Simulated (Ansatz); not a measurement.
Consider the redistribution: `[NH2][GeH2][SiH2]O` + `OCSC[SiH3]` → `O[SiH2]SC[SiH3]` + `[NH2][GeH2][CH2]O`.

Computed with Ansatz on PBE0-D4/def2-TZVP structures; ΔE is electronic, products minus reactants. CCSD(T)/CBS is the MP2 limit (def2-TZVPP, def2-QZVPP) plus CCSD(T) − MP2 in def2-TZVPP, frozen cores. Functionals use def2-TZVPP. B3LYP here is the variant with VWN-RPA as its local correlation; programs differ in this. For Ge outer-core shells are correlated without core-valence functions, which leaves a few kJ/mol of doubt a bond. Scalar relativity is left out up to krypton. One conformer a species, not always the lowest.

```
             level  ΔE (kJ/mol)
             B3LYP        -53.5
     HF/def2-QZVPP        -67.8
SCS-MP2/def2-QZVPP        -67.2
     MP2/CBS(def2)        -68.0
```

What does CCSD(T)/CBS give? (Best estimate.)

Computed: -62.2 kJ/mol. The listed levels differ from it by 8.7, -5.6, -5.0, -5.8 kJ/mol.

Largest T1 diagnostic among the species: 0.012.

From PBE to PBE0 (25 % exact exchange), in def2-TZVPP and without D4, ΔE moves by −6.1 kJ/mol.
